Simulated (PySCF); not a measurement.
Vertical excitations of a molecule CH4ClFOSi from PySCF with TDA-PBE0/def2-SVPD, as energy in eV (oscillator strength): 8.16 (0.038), 8.32 (0.088), 8.87 (0.074), 9.03 (0.021), 9.14 (0.007), 9.17 (0.103), 9.45 (0.017), 9.51 (0.005), 9.56 (0.004), 9.71 (0.011). Lowest triplet (TDA): 7.85 eV. Coordinates come from a PBE0-D3(BJ)/def2-SVP optimisation. Other conformers were not sampled.

### Question
Which structure fits?
(A) C[Si](O)(F)Cl
(B) O[Si@@H](Cl)CF
(C) CO[Si@H](F)Cl
(D) OC[Si@@H](F)Cl

### Answer
A, C[Si](O)(F)Cl
